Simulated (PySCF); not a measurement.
r2SCAN on Eu⁺ (europium, charge +1), [Xe] 4f8, high-spin 7F determinant (an excited configuration). Computed with PySCF 2.14 in x2c-TZVPPall (11s7p7d4f2g, 113 functions), with scalar relativity by spin-free X2C-1e.

```
cycle= 11 E= -10843.215586299  delta_E= -3.6e-05  |g|= 0.00261  |ddm|= 0.0381
cycle= 12 E= -10843.2155972999  delta_E= -1.1e-05  |g|= 0.00552  |ddm|= 0.0192
cycle= 13 E= -10843.215576679  delta_E= 2.06e-05  |g|= 0.00565  |ddm|= 0.026
cycle= 14 E= -10843.2155839424  delta_E= -7.26e-06  |g|= 0.000908  |ddm|= 0.00693
cycle= 15 E= -10843.2155838426  delta_E= 9.97e-08  |g|= 0.000708  |ddm|= 0.0017
cycle= 16 E= -10843.2155839431  delta_E= -1.01e-07  |g|= 0.000795  |ddm|= 0.0019
cycle= 17 E= -10843.2155838598  delta_E= 8.33e-08  |g|= 0.000442  |ddm|= 0.00209
cycle= 18 E= -10843.2155831016  delta_E= 7.58e-07  |g|= 0.000843  |ddm|= 0.00644
cycle= 19 E= -10843.2155829176  delta_E= 1.84e-07  |g|= 0.000605  |ddm|= 0.00542
cycle= 20 E= -10843.2155829785  delta_E= -6.08e-08  |g|= 7.73e-05  |ddm|= 0.00356
cycle= 21 E= -10843.2155829788  delta_E= -3.57e-10  |g|= 5.83e-05  |ddm|= 0.00027
cycle= 22 E= -10843.215582979  delta_E= -2.42e-10  |g|= 4.63e-05  |ddm|= 7.09e-05
cycle= 23 E= -10843.2155829795  delta_E= -4.57e-10  |g|= 6.18e-06  |ddm|= 0.000131
converged SCF energy = -10843.2155829795  <S^2> = 12.009194  2S+1 = 7.0026264
```

Highest occupied orbital energy: 0.017 eV; ⟨L²⟩ = 13.65; populations by l: s 10.00, p 24.15, d 20.00, f 7.85.

Question: Can this result be used?

Answer: Not for this state. The run converged. ⟨L²⟩ = 13.65 against 12 for a pure F term, so this real determinant mixes terms. Spin-orbit coupling, absent here, splits the open shell strongly. At r2SCAN the highest occupied level has a positive energy, so only the finite basis holds that electron; for this excited configuration the basis is too tight for the outer shell.
